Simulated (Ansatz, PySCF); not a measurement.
Breaking the B1–H2 bond in BCl2H (SMILES ClBCl) (multiplicity 1 held, fragments rigid). Energies count from the point at 1.182 Å.
Geometry at that point (charge 0, multiplicity 1):
```xyz
4

B     -0.4996    -0.3156    -0.3776
H     -1.3415    -0.8474    -1.0138
Cl    -0.3583     1.4202    -0.4187
Cl     0.5841    -1.2776     0.5894
```

Restricted levels (R-, RO-) in cc, def2 and unpolarised 6-31G sets keep to the state of the molecule at rest. Unrestricted levels (U-) break spin symmetry where that is lower. Curves can end on different states.

Frozen-core correlation. Rows in 6-31G* carry no dispersion term and start afresh at each structure (6-31G* with six Cartesian d functions).

The values were computed with Ansatz (a quantum-chemistry and plane-wave program); PySCF for 6-31G* rows. Values without a source in brackets are computed.

Problem. One of these levels gives 460.9 kJ/mol for the energy at R = 3.781 Å. Which?
(A) R-wB97X-V/cc-pV(T+d)Z
(B) R-PBE/cc-pV(T+d)Z
(C) R-HF/6-31G*
(D) U-SCS-MP2/cc-pV(T+d)Z

Solution. D, U-SCS-MP2/cc-pV(T+d)Z. The others give 793.0 (R-HF/6-31G*), 537.6 (R-PBE/cc-pV(T+d)Z), 678.3 (R-wB97X-V/cc-pV(T+d)Z)

Doubts at one or more of the structures used: a restricted determinant that unrestricted orbitals would lower (R-HF/6-31G*, R-PBE/cc-pV(T+d)Z, R-wB97X-V/cc-pV(T+d)Z); a spin-contaminated determinant (U-SCS-MP2/cc-pV(T+d)Z).
